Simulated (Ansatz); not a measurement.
`[InH2][BH][TeH]` + `C[NH][GeH3]` → `C[N]([GeH3])[InH2]` + `B[TeH]` at 400 K and 1 bar (cleavage of the In–B bond).

Gas-phase electronic energies from Ansatz, PBE0-D4/def2-TZVP geometries. CBS: MP2 limit from def2 TZ/QZ plus the TZ coupled-cluster correction, frozen cores. def2 core potentials past Kr. For Ge, In, Te outer-core shells are correlated without core-valence functions, which leaves a few kJ/mol of doubt a bond. Scalar relativity is left out up to krypton.

```csv
species,CCSD(T)/CBS energy (Eh),H − E (kJ/mol),S (J/(mol·K))
`[InH2][BH][TeH]`,-484.70285,110.2,381.9
`C[NH][GeH3]`,-2173.06430,229.8,337.7
`C[N]([GeH3])[InH2]`,-2363.46641,244.5,421.6
`B[TeH]`,-294.31292,89.3,285.2
```

H − E and S are ideal-gas, rigid-rotor, harmonic terms from PBE0-D4/def2-TZVP, for one conformer and one mirror image of each species. 1 Eh = 2625.50 kJ/mol, R = 8.31446 J/(mol·K).

Q: By hand: ΔE, ΔH, ΔS and ΔG.

A: ΔE = (-2363.46641) + (-294.31292) − (-484.70285) − (-2173.06430) = -0.01218 Eh = -32.0 kJ/mol. Δ(H − E) = 244.5 + 89.3 − 110.2 − 229.8 = -6.2, so ΔH = -38.2 kJ/mol. ΔS = 421.6 + 285.2 − 381.9 − 337.7 = -12.8 J/(mol·K). ΔG = -38.2 − 400 × (-12.8)/1000 = -33.1 kJ/mol.

Q: By hand: the equilibrium constant, and the temperature at which ΔG would vanish if ΔH and ΔS stayed fixed.

A: log₁₀ K = −ΔG/(RT ln 10) = 4.3. ΔG = 0 at ΔH/ΔS = 2984 K, far beyond where these terms or the molecules hold.

The number of gas molecules stays the same, so ΔS is small and ΔH decides. A doubt of 5 kJ/mol in ΔE shifts log₁₀ K by 0.7 here. Other conformers and mirror images would add mixing entropy, several J/(mol·K) or more a flexible species. These are equilibria of isolated gas molecules and say nothing of rates. Largest T1 diagnostic: 0.016 (customary marks: 0.02 for closed shells, 0.045 for open ones).
